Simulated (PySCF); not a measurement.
**Radial density of As (arsenic, neutral)**

UHF, [Ar] 3d10 4s2 4p2 5s1, high-spin 4P determinant (an excited configuration). Calculation: PySCF 2.14, in x2c-QZVPPall with one added diffuse shell each of s, p, d, f type (12s9p6d5f1g, 113 functions); the spin-free X2C one-electron Hamiltonian (Gaussian nucleus).

```json
{"r (bohr)": "0.000778", "4πr²ρ (e/bohr)": "0.3017", "4πr²(ρα − ρβ)": "0.0000"}
{"r (bohr)": "0.00131", "4πr²ρ (e/bohr)": "0.7546", "4πr²(ρα − ρβ)": "0.0000"}
{"r (bohr)": "0.00220", "4πr²ρ (e/bohr)": "1.847", "4πr²(ρα − ρβ)": "0.0001"}
{"r (bohr)": "0.00370", "4πr²ρ (e/bohr)": "4.368", "4πr²(ρα − ρβ)": "0.0002"}
{"r (bohr)": "0.00623", "4πr²ρ (e/bohr)": "9.712", "4πr²(ρα − ρβ)": "0.0005"}
{"r (bohr)": "0.0105", "4πr²ρ (e/bohr)": "19.43", "4πr²(ρα − ρβ)": "0.0012"}
{"r (bohr)": "0.0176", "4πr²ρ (e/bohr)": "32.50", "4πr²(ρα − ρβ)": "0.0027"}
{"r (bohr)": "0.0297", "4πr²ρ (e/bohr)": "40.72", "4πr²(ρα − ρβ)": "0.0078"}
{"r (bohr)": "0.0499", "4πr²ρ (e/bohr)": "35.69", "4πr²(ρα − ρβ)": "0.0255"}
{"r (bohr)": "0.0839", "4πr²ρ (e/bohr)": "35.30", "4πr²(ρα − ρβ)": "0.0612"}
{"r (bohr)": "0.141", "4πr²ρ (e/bohr)": "47.76", "4πr²(ρα − ρβ)": "0.0476"}
{"r (bohr)": "0.237", "4πr²ρ (e/bohr)": "30.63", "4πr²(ρα − ρβ)": "-0.0177"}
{"r (bohr)": "0.399", "4πr²ρ (e/bohr)": "28.13", "4πr²(ρα − ρβ)": "0.1300"}
{"r (bohr)": "0.671", "4πr²ρ (e/bohr)": "24.10", "4πr²(ρα − ρβ)": "-0.0003"}
{"r (bohr)": "1.13", "4πr²ρ (e/bohr)": "5.847", "4πr²(ρα − ρβ)": "0.3553"}
{"r (bohr)": "1.90", "4πr²ρ (e/bohr)": "2.435", "4πr²(ρα − ρβ)": "1.0482"}
{"r (bohr)": "3.20", "4πr²ρ (e/bohr)": "0.6863", "4πr²(ρα − ρβ)": "0.4772"}
{"r (bohr)": "5.37", "4πr²ρ (e/bohr)": "0.2876", "4πr²(ρα − ρβ)": "0.2846"}
{"r (bohr)": "9.04", "4πr²ρ (e/bohr)": "0.02751", "4πr²(ρα − ρβ)": "0.0275"}
```

Densities and radii are taken from the X2C orbitals without a picture-change correction, which distorts them close to the nucleus.

The outer electron is Rydberg-like, and this basis confines it to a smaller radius and binds it less than a complete one would.

Where is the radial spin density 4πr²(ρα − ρβ) most negative, and why is it negative at all?

Around r = 0.237 bohr, down to -0.0177 e/bohr: exchange with the open shell polarises the paired shells in an unrestricted calculation.
